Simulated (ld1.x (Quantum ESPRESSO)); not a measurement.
Values are calculated unless marked as measured or tabulated.
Pseudopotentials across the periodic table

Generated with ld1.x 7.5 (TM, RRKJ, ultrasoft, PAW), atompaw 4.2 or ONCVPSP 4.0.1. The cutoff is in Ry: for ld1.x and atompaw files where the sum of valence levels is converged to 10 mRy in a Bessel basis, for ONCV files where the hardest occupied wave has 1 mHa per electron of residual kinetic energy. The error is the largest all-electron minus pseudo excitation energy over each file’s own four to seven test configurations (ionisations up to +4, promotions, holes and added fractions of an electron), all of which were solved. The labels leave out finer settings (local radius, basis sizes, second energies), which also bear on the numbers. Spin-polarised tests are not counted. The rows are a selection from randomly drawn settings: files with unsolved tests, undetermined cutoffs or missed reference levels are left out.

A true bound ghost makes a file unfit for plane-wave use even where its test errors are small: the radial tests pick states by their node count and pass the ghost by.

| element | potential | cutoff (Ry) | largest error (meV) | bound ghosts |
| --- | --- | --- | --- | --- |
| He | TM, PBEsol, scalar-relativistic, rc 0.70/0.70 (sp), local s, core correction no, reference 1s2 | 110 | +9.6 | none |
| O | TM, Wu–Cohen, non-relativistic, rc 0.75/1.65/1.80 (spd), local p, core correction no, reference 2s2 2p2 | 90 | +1423 | none |
| Mn | TM, LDA (PZ), scalar-relativistic, rc 2.00/3.20/2.05 (spd), local s, core correction yes, reference 3d5 4s2 4p0 | 70 | -391 | none |
| Ga | TM, LDA (PZ), scalar-relativistic, rc 1.85/2.45 (sp), local smoothed, core correction no, reference 4s2 4p1 | 15 | +140 | none |
| Sr | TM, PBE, fully relativistic, rc 2.95/2.05/3.00 (spd), local smoothed, core correction no, reference 4p6 4d0 5s2 5p0 | 25 | -67 | s |

Problem. Fill in the row for Tc: TM, PBE, scalar-relativistic, rc 1.95/1.70/2.10 (spd), local s, core correction no, reference 4p6 4d5 5s2 5p0.

Solution. cutoff 45 Ry, largest error -1084 meV, bound ghosts: none.

Problem. Fill in the row for S: PAW, PBE, scalar-relativistic, rc 1.55/1.70/1.60 (spd), local smoothed, core correction yes, reference 3s1 3p5.

Solution. cutoff 21 Ry, largest error -88 meV, bound ghosts: none.
